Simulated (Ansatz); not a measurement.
Reaction (ligand exchange at the Si–N bond): `[OH][SnH2][NH][SiH3]` + `[F][AlH][SH]` → `[F][AlH][S][SiH3]` + `[NH2][SnH2][OH]`

Gas-phase electronic energies from Ansatz, PBE0-D4/def2-TZVP geometries. CCSD(T)/CBS is the MP2 limit (def2-TZVPP, def2-QZVPP) plus CCSD(T) − MP2 in def2-TZVPP, frozen cores. This one scheme is used for every species. DFT in def2-TZVPP. def2 core potentials past Kr. For Sn outer-core shells are correlated without core-valence functions, which leaves a few kJ/mol of doubt a bond. Each species was taken in one conformer, which may not be the lowest.

```tsv
level	ΔE (kJ/mol)
PBE0	-3.5
MP2/def2-TZVPP	6.8
SCS-MP2/def2-TZVPP	10.0
SCS-MP2/def2-QZVPP	8.1
```

Problem. What does CCSD(T)/CBS give? (Estimate.)

Solution. The calculation gave: +5.0 kJ/mol. The listed levels differ from it by -8.5, 1.8, 5.0, 3.1 kJ/mol.

Largest T1 diagnostic among the species: 0.013.

In def2-TZVPP, CCSD(T) changes the Hartree–Fock value by −4.7 kJ/mol (the triples alone add −1.6 kJ/mol) and MP2 by −6.5 kJ/mol.
